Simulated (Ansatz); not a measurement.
C₂H₇BCl₂O (`C[OH+][B-](C)(Cl)Cl`) from Hartree–Fock to CCSD(T)

Z-matrix (Å, degrees):
```
C
O 1 1.446
H 1 1.088 2 107.7
H 1 1.085 2 105.9 3 118.6
H 1 1.089 2 109.8 3 -122.1
B 2 1.638 1 119.8 3 -179.0
H 2 0.966 1 109.8 3 58.5
Cl 6 1.824 2 104.1 1 57.8
C 6 1.579 2 104.7 1 179.6
Cl 6 1.848 2 104.0 1 -60.5
H 9 1.096 6 112.6 2 60.7
H 9 1.092 6 109.3 2 178.9
H 9 1.093 6 111.7 2 -62.1
```

The species carries charge 0 and has multiplicity 1. The structure was optimised at the PBE0-D4/def2-TZVP level. It is one conformer, not always the lowest. Frozen core, restricted reference, Ansatz 0.2.0. CBS rows extrapolate triple and quadruple zeta; past MP2 they add the triple-zeta difference.

```json
{"basis": "def2-SVP", "HF (Eh)": "-1098.02808", "MP2 corr.": "-0.84461"}
{"basis": "def2-TZVPP", "HF (Eh)": "-1098.54281", "MP2 corr.": "-1.09757"}
{"basis": "def2-QZVPP", "HF (Eh)": "-1098.57626", "MP2 corr.": "-1.18626"}
```

Question: Estimate the CCSD correlation energy and the (T) correction in each basis where they were run (hartree).

Answer: 
```csv
basis,CCSD corr.,(T)
def2-SVP,-0.90901,-0.02291
def2-TZVPP,-1.15891,-0.04680
CBS(def2),-1.31330,as TZ
```
